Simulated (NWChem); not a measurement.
System: CHCl2, doublet; SMILES Cl[CH]Cl

```xyz
4

Cl    -0.1708    -0.0017    -1.4704
C      0.6825     0.0606     0.0000
Cl    -0.1708    -0.0017     1.4704
H      1.7113    -0.3040     0.0000
```
Atoms are numbered in this order, from 1.

Program: NWChem. Pople sets run with spherical d functions. Spin-unrestricted. In the optimisation the excess spin sits in a' (Cs, its own frame). Geometry: optimised at PBE0/def2-SVP, spin-unrestricted. No stability test was run on the SCF state.

### Question
Taking PBE0/6-311++G** as the yardstick, which of these has the fewest basis functions while keeping “highest occupied level (eV)” within 0.1 eV of it: PBE0/6-311G**; PBE0/6-31G*; PBE0/3-21G; PBE0/STO-3G; PBE0/6-31+G*?

### Answer
PBE0/3-21G (a larger set in the list lies outside the tolerance).
```tsv
level	basis functions	highest occupied level (eV)
PBE0/STO-3G	24	-4.86
PBE0/3-21G	37	-6.46
PBE0/6-31G*	52	-6.29
PBE0/6-31+G*	64	-6.41
PBE0/6-311G**	76	-6.45
PBE0/6-311++G**	89	-6.42
```

The yardstick is one finite set, not the basis-set limit.
